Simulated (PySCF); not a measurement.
CH2AlF3O.

```xyz
8

Al    -0.4597     0.8504     0.9013
C     -0.0595    -0.6186    -0.4235
F     -1.0950    -1.4955    -0.5474
F      1.0235    -1.3616    -0.0663
F      0.1923    -0.1519    -1.6754
H     -1.7962     0.8817     1.7326
O      0.7775     2.0077     1.0152
H      0.8228     2.7929     1.5716
```
Charge 0, spin multiplicity 1.

Geometry: TPSSh-D3(BJ)/def2-SVP. The structure was generated by enumeration; whether it is a known compound was not checked. Other conformers were not sampled.

Calculation: PBE0/pcSseg-1 run with PySCF. Non-relativistic, no solvent.

Computed absolute GIAO shielding of each atom: isotropic value and principal components (ppm):
```json
[
 {"atom": "Al1", "σ(iso)": "407.3", "σ11": "375.1", "σ22": "385.5", "σ33": "461.1", "span": "86.0"},
 {"atom": "C2", "σ(iso)": "45.2", "σ11": "41.1", "σ22": "43.0", "σ33": "51.5", "span": "10.3"},
 {"atom": "F3", "σ(iso)": "237.8", "σ11": "114.0", "σ22": "257.5", "σ33": "341.9", "span": "227.9"},
 {"atom": "F4", "σ(iso)": "239.2", "σ11": "125.5", "σ22": "253.4", "σ33": "338.6", "span": "213.1"},
 {"atom": "F5", "σ(iso)": "239.1", "σ11": "126.7", "σ22": "252.8", "σ33": "337.9", "span": "211.3"},
 {"atom": "H6", "σ(iso)": "26.7", "σ11": "23.4", "σ22": "24.5", "σ33": "32.3", "span": "8.9"},
 {"atom": "O7", "σ(iso)": "259.6", "σ11": "159.4", "σ22": "307.5", "σ33": "311.9", "span": "152.5"},
 {"atom": "H8", "σ(iso)": "27.9", "σ11": "21.7", "σ22": "22.2", "σ33": "39.6", "span": "17.9"}
]
```
